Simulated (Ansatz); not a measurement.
C$_{2}$H$_{8}$OSeSn, SMILES `C[O][SnH2][Se]C`, relaxed with RKS PBE0-D4/def2-TZVP in Ansatz from a GFN2-xTB geometry. The force threshold is 0.005 eV/Å; the program also tests the step.

The species carries charge 0 and has multiplicity 1. Sn: def2 effective core potential.

Start:

```xyz
13

C     0.553   -2.138   -0.328
O     0.122   -0.814   -0.220
Sn   -0.592    0.023    1.466
Se   -1.047    2.328    0.637
C    -0.050    2.299   -1.052
H     1.415   -2.341    0.310
H     0.845   -2.287   -1.369
H    -0.237   -2.850   -0.081
H    -1.955   -0.907    1.978
H     0.597   -0.226    2.705
H     1.012    2.370   -0.846
H    -0.384    3.163   -1.620
H    -0.278    1.381   -1.581
```

```json
{"step": "1", "energy (eV)": "-75422.4384", "largest force (eV/Å)": "0.912", "largest move (Å)": "0.000"}
{"step": "2", "energy (eV)": "-75422.5031", "largest force (eV/Å)": "0.202", "largest move (Å)": "0.194"}
{"step": "3", "energy (eV)": "-75422.5212", "largest force (eV/Å)": "0.064", "largest move (Å)": "0.060"}
{"step": "4", "energy (eV)": "-75422.5348", "largest force (eV/Å)": "0.069", "largest move (Å)": "0.159"}
{"step": "5 (rejected)", "energy (eV)": "-75422.5338", "largest force (eV/Å)": "0.377", "largest move (Å)": "0.192"}
{"step": "6", "energy (eV)": "-75422.5413", "largest force (eV/Å)": "0.060", "largest move (Å)": "0.096"}
{"step": "7", "energy (eV)": "-75422.5472", "largest force (eV/Å)": "0.134", "largest move (Å)": "0.097"}
{"step": "8", "energy (eV)": "-75422.5506", "largest force (eV/Å)": "0.189", "largest move (Å)": "0.078"}
{"step": "9", "energy (eV)": "-75422.5545", "largest force (eV/Å)": "0.152", "largest move (Å)": "0.059"}
{"step": "10", "energy (eV)": "-75422.5620", "largest force (eV/Å)": "0.076", "largest move (Å)": "0.176"}
{"step": "11", "energy (eV)": "-75422.5635", "largest force (eV/Å)": "0.054", "largest move (Å)": "0.062"}
{"step": "12 (rejected)", "energy (eV)": "-75422.5629", "largest force (eV/Å)": "0.149", "largest move (Å)": "0.079"}
{"step": "13", "energy (eV)": "-75422.5643", "largest force (eV/Å)": "0.024", "largest move (Å)": "0.038"}
{"step": "14", "energy (eV)": "-75422.5645", "largest force (eV/Å)": "0.038", "largest move (Å)": "0.041"}
{"step": "15", "energy (eV)": "-75422.5645", "largest force (eV/Å)": "0.040", "largest move (Å)": "0.021"}
{"step": "16", "energy (eV)": "-75422.5647", "largest force (eV/Å)": "0.017", "largest move (Å)": "0.006"}
{"step": "17", "energy (eV)": "-75422.5648", "largest force (eV/Å)": "0.004", "largest move (Å)": "0.007"}
{"step": "18", "energy (eV)": "-75422.5648", "largest force (eV/Å)": "0.003", "largest move (Å)": "0.009"}
{"step": "19", "energy (eV)": "-75422.5648", "largest force (eV/Å)": "0.004", "largest move (Å)": "0.011"}
```

End:

```xyz
13

C     0.476   -2.220   -0.317
O    -0.424   -1.144   -0.357
Sn   -0.708   -0.055    1.263
Se   -1.446    2.155    0.357
C     0.061    2.361   -0.883
H     1.440   -1.956    0.144
H     0.677   -2.541   -1.344
H     0.069   -3.084    0.229
H    -1.932   -0.745    2.231
H     0.830   -0.016    2.018
H     0.987    2.526   -0.335
H    -0.166    3.237   -1.488
H     0.136    1.483   -1.519
```

It took 45 s on 2 threads of an AMD EPYC 7R13 on a shared host and a share of an NVIDIA H100 80 GB, with 0.97 GiB of host memory at the peak.
